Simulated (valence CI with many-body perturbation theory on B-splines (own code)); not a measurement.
The numbers below are computed, except where a source is named.
# Level structure of Ca XV

Method: relativistic CI+MBPT: four valence electrons over a frozen Dirac-Fock core [He], radial functions for each j: 11 s, 11 p, 9 d, 7 f, 5 g, 2 h, 1 i, with the one-electron correlation potential Σ1 (screened to all orders), the two-electron term Σ2, the three-electron term Σ3, Breit, model QED; selected single and double excitations, second order for the rest (own B-spline code, finite nucleus).

No measured spectrum was set against this ion. As an estimate, levels of excited configurations hold to 0.05 to 0.15 % of their energy, terms of the ground configuration to about 0.5 %.

Levels 46 to 90 of 93, with energies above the lowest level, 2s2 2p2 3P_0. "Leading %" is the weight of the configuration and term that name the level; weights of strongly mixed levels are sums over their largest components and can fall short. In the jj column 3d3/2^4 stands for four electrons in 3d with j = 3/2.

| No. | Configuration | Term | J | E (× 10³ cm⁻¹) | Leading % | Leading jj | Second component |
| --- | --- | --- | --- | --- | --- | --- | --- |
| 46 | 2s2 2p 3d | 3P° | 2 | 4433.5 | 57 | 2s^2 2p3/2 3d5/2 (54 %) | 37 % 2s2 2p 3d 3D° |
| 47 | 2s2 2p 3d | 3P° | 1 | 4435.4 | 78 | 2s^2 2p3/2 3d3/2 (85 %) | 17 % 2s2 2p 3d 3D° |
| 48 | 2s 2p2 3s | 3P | 1 | 4435.8 | 90 | 2s 2p1/2 2p3/2 3s (77 %) | 8 % 2s2 2p 3p 3P |
| 49 | 2s2 2p 3d | 3P° | 0 | 4437.0 | 96 | 2s^2 2p3/2 3d3/2 (96 %) |  |
| 50 | 2s 2p2 3s | 3P | 2 | 4453.9 | 90 | 2s 2p3/2^2 3s (47 %) | 7 % 2s2 2p 3p 3P |
| 51 | 2s2 2p 3d | 1F° | 3 | 4474.4 | 92 | 2s^2 2p3/2 3d3/2 (42 %) |  |
| 52 | 2s2 2p 3d | 1P° | 1 | 4475.2 | 88 | 2s^2 2p3/2 3d5/2 (78 %) | 4 % 2s2 2p 3d 3D° |
| 53 | 2s 2p2 3p | 5D° | 0 | 4486.6 | 97 | 2s 2p1/2^2 3p1/2 (47 %) |  |
| 54 | 2s 2p2 3p | 3S° | 1 | 4486.7 | 43 | 2s 2p1/2^2 3p1/2 (40 %) | 41 % 2s 2p2 3p 5D° |
| 55 | 2s 2p2 3p | 5D° | 1 | 4493.7 | 55 | 2s 2p1/2 2p3/2 3p1/2 (58 %) | 41 % 2s 2p2 3p 3S° |
| 56 | 2s 2p2 3p | 5D° | 2 | 4497.8 | 91 | 2s 2p1/2 2p3/2 3p1/2 (40 %) | 8 % 2s 2p2 3p 5P° |
| 57 | 2s 2p2 3p | 5D° | 3 | 4510.0 | 93 | 2s 2p1/2 2p3/2 3p3/2 (73 %) | 6 % 2s 2p2 3p 5P° |
| 58 | 2s 2p2 3p | 5P° | 1 | 4517.6 | 86 | 2s 2p1/2 2p3/2 3p3/2 (44 %) | 10 % 2s 2p2 3p 3S° |
| 59 | 2s 2p2 3p | 5P° | 2 | 4519.8 | 86 | 2s 2p1/2 2p3/2 3p3/2 (28 %) | 8 % 2s 2p2 3p 5D° |
| 60 | 2s 2p2 3p | 5D° | 4 | 4525.3 | 99 | 2s 2p3/2^2 3p3/2 (58 %) |  |
| 61 | 2s 2p2 3p | 5P° | 3 | 4531.2 | 87 | 2s 2p1/2 2p3/2 3p3/2 (32 %) | 6 % 2s 2p2 3p 5D° |
| 62 | 2s 2p2 3p | 3D° | 1 | 4544.0 | 95 | 2s 2p1/2 2p3/2 3p3/2 (46 %) |  |
| 63 | 2s 2p2 3p | 3D° | 2 | 4554.1 | 92 | 2s 2p1/2 2p3/2 3p3/2 (56 %) |  |
| 64 | 2s 2p2 3p | 3D° | 3 | 4570.0 | 92 | 2s 2p3/2^2 3p3/2 (51 %) | 6 % 2s 2p2 3p 5P° |
| 65 | 2s 2p2 3p | 5S° | 2 | 4571.2 | 94 | 2s 2p3/2^2 3p1/2 (28 %) |  |
| 66 | 2s 2p2 3s | 3D | 1 | 4573.5 | 96 | 2s 2p1/2 2p3/2 3s (71 %) |  |
| 67 | 2s 2p2 3s | 3D | 2 | 4574.5 | 96 | 2s 2p1/2 2p3/2 3s (64 %) |  |
| 68 | 2s 2p2 3s | 3D | 3 | 4575.8 | 96 | 2s 2p1/2 2p3/2 3s (56 %) |  |
| 69 | 2s 2p2 3p | 3P° | 0 | 4577.1 | 98 | 2s 2p1/2 2p3/2 3p3/2 (76 %) |  |
| 70 | 2s 2p2 3p | 3P° | 1 | 4582.9 | 92 | 2s 2p1/2 2p3/2 3p3/2 (44 %) |  |
| 71 | 2s 2p2 3p | 3P° | 2 | 4587.3 | 93 | 2s 2p1/2 2p3/2 3p3/2 (48 %) |  |
| 72 | 2s 2p2 3s | 1D | 2 | 4618.9 | 96 | 2s 2p1/2 2p3/2 3s (63 %) |  |
| 73 | 2s 2p2 3d | 5F | 1 | 4626.4 | 96 | 2s 2p1/2^2 3d3/2 (43 %) |  |
| 74 | 2s 2p2 3d | 5F | 2 | 4629.7 | 91 | 2s 2p1/2 2p3/2 3d3/2 (39 %) | 7 % 2s 2p2 3d 5D |
| 75 | 2s 2p2 3d | 5F | 3 | 4635.4 | 86 | 2s 2p1/2 2p3/2 3d3/2 (37 %) | 12 % 2s 2p2 3d 5D |
| 76 | 2s 2p2 3d | 5F | 4 | 4644.6 | 89 | 2s 2p1/2 2p3/2 3d5/2 (72 %) | 10 % 2s 2p2 3d 5D |
| 77 | 2s 2p2 3d | 5F | 5 | 4657.0 | 99 | 2s 2p3/2^2 3d5/2 (58 %) |  |
| 78 | 2s 2p2 3d | 5D | 0 | 4657.7 | 97 | 2s 2p1/2 2p3/2 3d3/2 (89 %) |  |
| 79 | 2s 2p2 3d | 5D | 1 | 4658.0 | 91 | 2s 2p1/2 2p3/2 3d3/2 (75 %) |  |
| 80 | 2s 2p2 3d | 5D | 2 | 4658.9 | 78 | 2s 2p1/2 2p3/2 3d3/2 (51 %) | 9 % 2s 2p2 3d 5P |
| 81 | 2s 2p2 3d | 5D | 3 | 4661.4 | 67 | 2s 2p1/2 2p3/2 3d5/2 (36 %) | 19 % 2s 2p2 3d 5P |
| 82 | 2s 2p2 3d | 5D | 4 | 4670.7 | 87 | 2s 2p1/2 2p3/2 3d5/2 (41 %) | 10 % 2s 2p2 3d 5F |
| 83 | 2s 2p2 3d | 3P | 2 | 4683.6 | 89 | 2s 2p1/2 2p3/2 3d5/2 (35 %) | 5 % 2s 2p2 3d 5D |
| 84 | 2s 2p2 3d | 5P | 3 | 4687.3 | 78 | 2s 2p1/2 2p3/2 3d5/2 (37 %) | 19 % 2s 2p2 3d 5D |
| 85 | 2s 2p2 3s | 3S | 1 | 4689.2 | 66 | 2s 2p1/2^2 3s (43 %) | 22 % 2s 2p2 3s 3P |
| 86 | 2s 2p2 3d | 5P | 2 | 4693.3 | 89 | 2s 2p3/2^2 3d3/2 (31 %) | 8 % 2s 2p2 3d 5D |
| 87 | 2s 2p2 3d | 5P | 1 | 4696.1 | 82 | 2s 2p3/2^2 3d3/2 (55 %) | 10 % 2s 2p2 3d 3P |
| 88 | 2s 2p2 3d | 3P | 1 | 4697.7 | 79 | 2s 2p1/2 2p3/2 3d5/2 (48 %) | 13 % 2s 2p2 3d 5P |
| 89 | 2s 2p2 3s | 3P | 0 | 4700.7 | 46 | 2s 2p1/2 2p3/2 3s (33 %) | 38 % 2s 2p2 3d 3P |
| 90 | 2s 2p2 3d | 3F | 2 | 4701.3 | 96 | 2s 2p1/2 2p3/2 3d5/2 (48 %) |  |

Names give the largest LS component (configuration and term), which can be under half, so a name can repeat, a term be missing and a line seem to break the LS rules; names also repeat where a configuration has a term twice.

Where two levels of one J and parity lie close, their mixing, g and order are uncertain.
